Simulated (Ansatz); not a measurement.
C$_{3}$H$_{5}$BO (`OC1BC=C1`), 10 atoms. Total charge 0; spin multiplicity 1. All runs use 2 threads of an Arm Neoverse V1 on a shared host. Correlated methods freeze the cores.

Q: How many basis functions does each run have, and how long does it take in Ansatz? RKS ωB97M-V/def2-SVP energy; RKS BLYP-D4/def2-TZVPP energy; RKS ωB97M-V/def2-TZVPP energy and forces; RKS PBE0-D4/def2-QZVPP energy; RKS r2SCAN0-D4/def2-TZVPP energy; RHF-MP2/def2-QZVPP energy; RKS B2PLYP (frozen core)/def2-TZVPP energy; RHF-CCSD(T)/def2-TZVPP energy; RKS PBE0-D4/def2-SVP energy; RKS PBE0-D4/def2-TZVP relaxation (10 steps); direct RPA on PBE orbitals/def2-TZVPP energy; RKS PBE0-D4/def2-TZVP frequencies. (Best estimate.)

A: Computed: Other jobs shared the machine, so times are rough.

```tsv
level	job	functions	wall time	peak host memory (GiB)
RKS PBE0-D4/def2-SVP	energy	95	1.5 s	0.17
RKS BLYP-D4/def2-TZVPP	energy	225	3.1 s	0.24
RKS r2SCAN0-D4/def2-TZVPP	energy	225	6 s	0.44
RKS ωB97M-V/def2-SVP	energy	95	6.5 s	0.24
RKS B2PLYP (frozen core)/def2-TZVPP	energy	225	7.5 s	0.53
direct RPA on PBE orbitals/def2-TZVPP	energy	225	8 s	0.51
RKS PBE0-D4/def2-QZVPP	energy	435	11 s	1.1
RKS ωB97M-V/def2-TZVPP	energy and forces	225	16 s	0.67
RHF-MP2/def2-QZVPP	energy	435	30 s	2.5
RKS PBE0-D4/def2-TZVP	relaxation (10 steps)	185	47 s	0.4
RHF-CCSD(T)/def2-TZVPP	energy	225	2.4 min	3.8
RKS PBE0-D4/def2-TZVP	frequencies	185	3.2 min	0.4
```
